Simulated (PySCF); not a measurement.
Species: C7H11OP.
Atom-mapped SMILES: `[CH2:1]=[CH:2][C:3]1=[C:4]([O:5][CH3:6])[PH:7][CH2:8][CH2:9]1` (hydrogens: H10, H11 on C1; H12 on C2; H13, H14, H15 on C6; H16 on P7; H17, H18 on C8; H19, H20 on C9)

The same species was optimised twice, with GFN2-xTB and with PBE0-D3(BJ)/def2-SVP (PySCF), and the same property calculations (PySCF, gas phase) were run on both structures.

```
     coordinate  GFN2-xTB  PBE0-D3(BJ)/def2-SVP  change
      C4–P7 (Å)     1.840                 1.854  +0.014
      C1=C2 (Å)     1.331                 1.343  +0.012
      C4–O5 (Å)     1.356                 1.344  -0.012
      C2–C3 (Å)     1.442                 1.449  +0.007
      C3=C4 (Å)     1.353                 1.360  +0.007
      P7–C8 (Å)     1.855                 1.860  +0.005
      C3–C9 (Å)     1.505                 1.504  -0.001
      C8–C9 (Å)     1.531                 1.529  -0.002
      O5–C6 (Å)     1.405                 1.404  -0.001
   C4–O5–C6 (°)     116.4                 118.6    +2.2
   P7–C8–C9 (°)     107.6                 108.5    +0.9
   C3–C4–O5 (°)     122.6                 121.8    -0.8
   C2–C3–C9 (°)     122.8                 123.2    +0.4
   O5–C4–P7 (°)     123.4                 123.8    +0.4
   C3–C4–P7 (°)     114.0                 114.3    +0.3
   C3–C9–C8 (°)     107.4                 107.7    +0.3
   C4–C3–C9 (°)     114.3                 114.0    -0.3
C1–C2–C3–C4 (°)       173                   174      +1
C3–C4–O5–C6 (°)       175                   167      -8
```

Rotational constants: A = 1841, B = 1213, C = 752.1 MHz (GFN2-xTB) against A = 1800, B = 1210, C = 744.3 MHz (PBE0-D3(BJ)/def2-SVP). Point groups within 0.08 Å: C1 and C1.

On the GFN2-xTB structure: HOMO (eV) -5.78 [PBE0/pcSseg-1]; LUMO (eV) -0.70 [PBE0/pcSseg-1]; dipole (D) 1.06 [PBE0/pcSseg-1]; GIAO shielding of C1 (ppm) 71.8 [PBE0/pcSseg-1]; GIAO shielding of C2 (ppm) 50.2 [PBE0/pcSseg-1]; GIAO shielding of C3 (ppm) 55.3 [PBE0/pcSseg-1]; GIAO shielding of C4 (ppm) 21.0 [PBE0/pcSseg-1]; GIAO shielding of O5 (ppm) 229.1 [PBE0/pcSseg-1]; GIAO shielding of C6 (ppm) 123.9 [PBE0/pcSseg-1]; GIAO shielding of P7 (ppm) 409.8 [PBE0/pcSseg-1]; GIAO shielding of C8 (ppm) 163.1 [PBE0/pcSseg-1].

**Question.** What do these properties become on the PBE0-D3(BJ)/def2-SVP structure?

**Answer.** 
```json
{"property": "HOMO (eV)", "level": "PBE0/pcSseg-1", "on GFN2-xTB": "-5.78", "on PBE0-D3(BJ)/def2-SVP": "-5.77", "change": "+0.01"}
{"property": "LUMO (eV)", "level": "PBE0/pcSseg-1", "on GFN2-xTB": "-0.70", "on PBE0-D3(BJ)/def2-SVP": "-0.73", "change": "-0.03"}
{"property": "dipole (D)", "level": "PBE0/pcSseg-1", "on GFN2-xTB": "1.06", "on PBE0-D3(BJ)/def2-SVP": "1.01", "change": "-0.05"}
{"property": "energy, GFN2-xTB geometry as zero (kcal/mol)", "level": "PBE0/pcSseg-1", "on GFN2-xTB": "0.0", "on PBE0-D3(BJ)/def2-SVP": "-1.0", "change": "-1.0"}
{"property": "GIAO shielding of C1 (ppm)", "level": "PBE0/pcSseg-1", "on GFN2-xTB": "71.8", "on PBE0-D3(BJ)/def2-SVP": "68.1", "change": "-3.7"}
{"property": "GIAO shielding of C2 (ppm)", "level": "PBE0/pcSseg-1", "on GFN2-xTB": "50.2", "on PBE0-D3(BJ)/def2-SVP": "47.6", "change": "-2.6"}
{"property": "GIAO shielding of C3 (ppm)", "level": "PBE0/pcSseg-1", "on GFN2-xTB": "55.3", "on PBE0-D3(BJ)/def2-SVP": "54.3", "change": "-1.0"}
{"property": "GIAO shielding of C4 (ppm)", "level": "PBE0/pcSseg-1", "on GFN2-xTB": "21.0", "on PBE0-D3(BJ)/def2-SVP": "21.1", "change": "+0.1"}
{"property": "GIAO shielding of O5 (ppm)", "level": "PBE0/pcSseg-1", "on GFN2-xTB": "229.1", "on PBE0-D3(BJ)/def2-SVP": "227.9", "change": "-1.2"}
{"property": "GIAO shielding of C6 (ppm)", "level": "PBE0/pcSseg-1", "on GFN2-xTB": "123.9", "on PBE0-D3(BJ)/def2-SVP": "123.7", "change": "-0.2"}
{"property": "GIAO shielding of P7 (ppm)", "level": "PBE0/pcSseg-1", "on GFN2-xTB": "409.8", "on PBE0-D3(BJ)/def2-SVP": "400.8", "change": "-9.0"}
{"property": "GIAO shielding of C8 (ppm)", "level": "PBE0/pcSseg-1", "on GFN2-xTB": "163.1", "on PBE0-D3(BJ)/def2-SVP": "163.4", "change": "+0.3"}
```

The heavy atoms differ by 0.051 Å rms after alignment. Among bonds between heavy atoms C4–P7 changes most (+0.014 Å). Changes are differences of the printed values. Neither structure is proved a minimum here.
